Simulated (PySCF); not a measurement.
A PySCF script (with the pyscf-properties extension) for the NMR shieldings of `O(CC[SiH3])[SiH2]O[SiH3]`, C$_{2}$H$_{12}$O$_{2}$Si$_{3}$, on a GFN2-xTB geometry:

```python
import basis_set_exchange as bse
import numpy as np
from pyscf import gto, dft
from pyscf.prop import nmr

atoms = """
Si   -1.664764   -0.565453    1.529532
C    -2.158142   -0.934820   -0.277964
C    -1.365950    0.004177   -1.167790
O    -0.115483    0.204053   -0.565769
Si    1.244984    0.793547   -1.208826
O     2.343415    0.702058   -0.036832
Si    2.852508    0.384222    1.468009
H    -0.356770   -1.125851    1.856220
H    -1.725675    0.876370    1.770164
H    -2.679880   -1.217101    2.372804
H    -3.224487   -0.809575   -0.457001
H    -1.911148   -1.968887   -0.518493
H    -1.233247   -0.387182   -2.183979
H    -1.873846    0.973379   -1.249511
H     1.107603    2.204891   -1.563770
H     1.718403   -0.044915   -2.308285
H     4.236661    0.853229    1.442145
H     2.026771    1.124653    2.420461
H     2.769241   -1.057544    1.701752
"""
names = dict.fromkeys(["Si", "C", "O", "H"], "pcSseg-1")
basis = {el: gto.basis.parse(bse.get_basis(n, elements=[el], fmt="nwchem")) for el, n in names.items()}
mol = gto.M(atom=atoms, basis=basis, charge=0, verbose=0)
mf = dft.RKS(mol, xc="PBE0")
mf.grids.level = 2
mf.grids.alignment = dft.numint.BLKSIZE   # the property module wants whole blocks of grid points
mf.conv_tol = 1e-9
mf.kernel()

calc = nmr.RKS(mf)   # GIAO
C = mf.mo_coeff
Co = C[:, mf.mo_occ > 0]
resp = mf.gen_response(singlet=True, hermi=2)
def vind(x):   # induced exchange potential for any number of trial vectors
    d = np.einsum("pi,xij,qj->xpq", C, 2 * x.reshape(-1, C.shape[1], Co.shape[1]), Co, optimize=True)
    return np.einsum("xpq,pi,qj->xij", resp(d - d.transpose(0, 2, 1)), C, Co, optimize=True).ravel()
mo1, _ = nmr.rhf.solve_mo1(calc, with_cphf=vind)
sigma = calc.kernel(mo1)
for i, s in enumerate(sigma):   # ppm
    print("%2d %-2s %9.2f" % (i, mol.atom_pure_symbol(i), np.trace(s) / 3))
```

**Question.** Give the expected output.

**Answer.** 
```
 0 Si    426.40
 1 C     170.76
 2 C     126.65
 3 O     278.64
 4 Si    389.83
 5 O     308.82
 6 Si    391.92
 7 H      27.56
 8 H      27.79
 9 H      27.84
10 H      30.69
11 H      30.04
12 H      27.47
13 H      27.79
14 H      26.80
15 H      26.80
16 H      26.57
17 H      26.51
18 H      26.47
```

These numbers come from an equivalent density-fitted implementation of the same equations, which agrees with the script to about 0.01 ppm for H and up to a few tenths of a ppm for heavy atoms, so last digits may differ.

Size and cost of the density-fitted run: 200 basis functions, 95 s wall time on 1 thread of an Intel Xeon, shared host; peak memory 0.91 GiB.
